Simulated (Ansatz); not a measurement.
`[SH][GeH2][Cl]` + `[SiH3]`• → `[S][GeH2][Cl]`• + SiH₄ at 400 K and 1 bar (hydrogen abstraction from the S–H bond).

Isolated molecules relaxed with PBE0-D4/def2-TZVP in Ansatz; ΔE leaves out vibrations. CBS: MP2 limit from def2 TZ/QZ plus the TZ coupled-cluster correction, frozen cores. This one scheme is used for every species. No spin–orbit coupling; open shells (•) take unrestricted orbitals. For Ge outer-core shells are correlated without core-valence functions, which leaves a few kJ/mol of doubt a bond. Scalar relativity is left out up to krypton. One conformer a species, not always the lowest.

```csv
species,CCSD(T)/CBS energy (Eh),H − E (kJ/mol),S (J/(mol·K))
`[SH][GeH2][Cl]`,-2935.52817,95.3,343.7
`[SiH3]`•,-290.80808,70.3,229.7
`[S][GeH2][Cl]`•,-2934.87645,69.4,336.7
SiH₄,-291.46306,96.9,218.6
```

H − E and S are ideal-gas, rigid-rotor, harmonic terms from PBE0-D4/def2-TZVP, for one conformer and one mirror image of each species, with the whole ground term of open shells counted as degenerate. 1 Eh = 2625.50 kJ/mol, R = 8.31446 J/(mol·K).

Q: By hand: ΔE, ΔH, ΔS and ΔG.

A: ΔE = (-2934.87645) + (-291.46306) − (-2935.52817) − (-290.80808) = -0.00326 Eh = -8.6 kJ/mol. Δ(H − E) = 69.4 + 96.9 − 95.3 − 70.3 = 0.7, so ΔH = -7.9 kJ/mol. ΔS = 336.7 + 218.6 − 343.7 − 229.7 = -18.1 J/(mol·K). ΔG = -7.9 − 400 × (-18.1)/1000 = -0.7 kJ/mol.

Q: By hand: the equilibrium constant, and the temperature at which ΔG would vanish if ΔH and ΔS stayed fixed.

A: log₁₀ K = −ΔG/(RT ln 10) = 0.1. ΔG = 0 at ΔH/ΔS = 436 K, though so small a ΔH makes that figure unsure.

TΔS isn't small against ΔH here. The sign of ΔG lies within the doubt. A doubt of 5 kJ/mol in ΔE shifts log₁₀ K by 0.7 here. Other conformers and mirror images would add mixing entropy, several J/(mol·K) or more a flexible species. These are equilibria of isolated gas molecules and say nothing of rates. Largest T1 diagnostic: 0.015 (customary marks: 0.02 for closed shells, 0.045 for open ones).
